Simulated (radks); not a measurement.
The barium ion Ba20+, [Kr]. Calculated with a radial shooting solver on a logarithmic mesh with Libxc functionals: non-relativistic Kohn-Sham, LDA (Slater exchange, Perdew-Wang correlation), spin-polarised, spherical densities, point nucleus. Every spin shell is full or empty, so the densities are truly spherical. Functionals are evaluated on that one density, not self-consistently. Rank these orbital-free kinetic functionals by their error against the exact value of the orbitals, and give that value: Thomas-Fermi, von Weizsacker, TF + vW, TF + vW/9, TF + vW/5, APBEK, revAPBEK, Perdew 92, Thakkar, LKT, PG1, DePristo-Kress, Ernzerhof.

Answer. Exact: 7712.46 hartree. From best to worst, with 100 (|E| - |E exact|)/|E exact| (equal figures are ties): APBEK +0.09, DePristo-Kress -0.12, revAPBEK +0.27, Ernzerhof -0.41, Thakkar -0.61, Perdew 92 -0.69, TF + vW/9 -0.70, TF + vW/5 +2.95, Thomas-Fermi -5.26, PG1 +14.87, LKT +18.92, TF + vW +35.81, von Weizsacker -58.93.
